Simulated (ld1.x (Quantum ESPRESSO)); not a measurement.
**aluminium, TM semilocal: configuration errors across variants**

* Element: Al
* Generator: ld1.x (Quantum ESPRESSO) 7.5
* Type: norm-conserving Troullier–Martins (semilocal form)
* Functional: LDA (PZ)
* Relativity: scalar-relativistic
* Frozen core: [Ne]
* Valence charge: 3
* Reference configuration: 3s2 3p1
* Partial waves: 3p (bound): rc 2.35 bohr; 3s (bound): rc 1.55 bohr
* Local potential: the s channel
* Core correction: a·sin(br)/r model core inside 0.80 bohr

All-electron excitation energies from the reference (eV): (1) 3s2 3p0 5.847; (2) 3s1 3p0 25.224; (3) 3s2 3p0.5 2.125; (4) 3s1 3p2 5.155; (5) 3s2 3p1.3 -0.598; (6) 3s0 3p3 10.505; (7) 3s1 3p1 11.666; (8) 3s2 3p1 spin -0.136; (9) 3s1 3p0 spin 24.797.

Spin tests fill each open shell by Hund’s rule, majority spin first.

A semilocal file is local in each channel, so a ghost entry of none says nothing of the separable form that plane-wave codes build from it.

1 further variants failed, have other tests or too few solved ones, and are left out.

Errors AE − PS in meV (a dash: test not solved or not reliable):

```csv
change,(1),(2),(3),(4),(5),(6),(7),(8),(9),bound ghosts
base,+2.2,+14,+0.3,-3.2,+0.1,-15,+0.7,+0.9,+7.2,none
wave 3s (bound): rc 1.55 bohr becomes 3s (bound): rc 1.12 bohr,+3.7,+109,+0.4,-4.7,+0.1,-77,+21,+1.6,+119,none
wave 3s (bound): rc 1.55 bohr becomes 3s (bound): rc 1.36 bohr,+2.8,+21,+0.4,-5.0,+0.1,-26,+0.7,+0.9,+11,none
wave 3s (bound): rc 1.55 bohr becomes 3s (bound): rc 1.48 bohr,+2.4,+15,+0.3,-3.7,+0.1,-18,+0.5,+0.9,+7.6,none
wave 3s (bound): rc 1.55 bohr becomes 3s (bound): rc 1.86 bohr,+1.8,+12,+0.2,-2.1,+0.1,-9.3,+1.3,+0.8,+8.3,none
wave 3s (bound): rc 1.55 bohr becomes 3s (bound): rc 2.00 bohr,+1.9,+12,+0.2,-2.3,+0.1,-10,+1.1,+0.8,+7.9,none
wave 3s (bound): rc 1.55 bohr becomes 3s (bound): rc 2.16 bohr,+2.2,+12,+0.3,-3.2,+0.1,-15,+0.3,+0.9,+6.3,none
wave 3s (bound): rc 1.55 bohr becomes 3s (bound): rc 2.34 bohr,+3.2,+13,+0.4,-6.0,+0.1,-28,-2.2,+1.0,+1.6,none
```

Q: Give the same row for: wave 3s (bound): rc 1.55 bohr becomes 3s (bound): rc 1.68 bohr.

A: +1.9, +12, +0.3, -2.5, +0.1, -11, +1.0, +0.9, +7.6; bound ghosts: none.
